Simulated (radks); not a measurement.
Sm XLIII, 20 electrons, occupied as [Ar] 3d2 (the NIST ground configuration). All-electron calculation, scalar-relativistic Kohn-Sham, PBE, spin-polarised, spherical densities, finite nucleus; open shells are filled with parallel spins first (spin-orbit coupling, left out, can overturn this in heavy ions); Fermi nuclear charge, rms radius 5.0819 fm. Program: a radial shooting solver on a logarithmic mesh with Libxc functionals.

Radial electron density D(r) = 4 pi r^2 rho(r):

r (bohr)  D(r) (e/bohr)  spin D(r)
0.001151          4.564  -0.000120
0.001298          5.552  -0.000145
0.001463          6.737  -0.000176
0.00165           8.153  -0.000213
0.00186           9.838  -0.000256
0.002097          11.83  -0.000308
0.002346          14.01  -0.000363
0.002645          16.71  -0.000432
0.002982          19.85  -0.000511
0.003362          23.45  -0.000602
0.003791          27.53  -0.000703
0.004274          32.11  -0.000815
0.004781          36.81  -0.000928
0.00539           42.27   -0.00106
0.006078          48.08   -0.00119
0.006853          54.11   -0.00132
0.007726          60.17   -0.00143
0.008711          66.04   -0.00152
0.009744          71.09   -0.00155
0.01099           75.75   -0.00151
0.01239           79.34   -0.00131
0.01397           81.61  -0.000834
0.01575           82.39   0.000116
0.01761           81.80    0.00177
0.01986           79.95    0.00499
0.02239           77.33     0.0109
0.02525           74.66     0.0214
0.02846           72.84     0.0402
0.03209           72.77     0.0730
0.0359            74.87      0.124
0.04047           79.62      0.215
0.04563           86.43      0.363
0.05145           93.99      0.597
0.05801           100.3      0.954
0.06541           103.2       1.48
0.07316           101.3       2.16
0.08249           93.75       3.13
0.093             81.69       4.36
0.1049            67.84       5.81
0.1182            55.81       7.37
0.1322            48.92       8.76
0.1491            47.29       9.94
0.1681            50.12       10.5
0.1895            53.81       10.3
0.2137            54.35       9.32
0.241             49.40       7.63
0.2695            40.22       5.74
0.3039            28.05       3.76
0.3426            16.70       2.16
0.3863            8.368       1.06
0.4356            3.470      0.442
0.4911            1.167      0.152
0.5493           0.3420     0.0465
0.6193          0.07144     0.0103
0.6983          0.01118    0.00175
0.7873         0.001268   0.000218
0.8877        0.0001003  0.0000194

D(r) has 3 maxima, at r = 0.0157, 0.0659, 0.204 bohr, and minima at 0.0303, 0.146 bohr, inside which lie 1.95, 10.76 electrons.
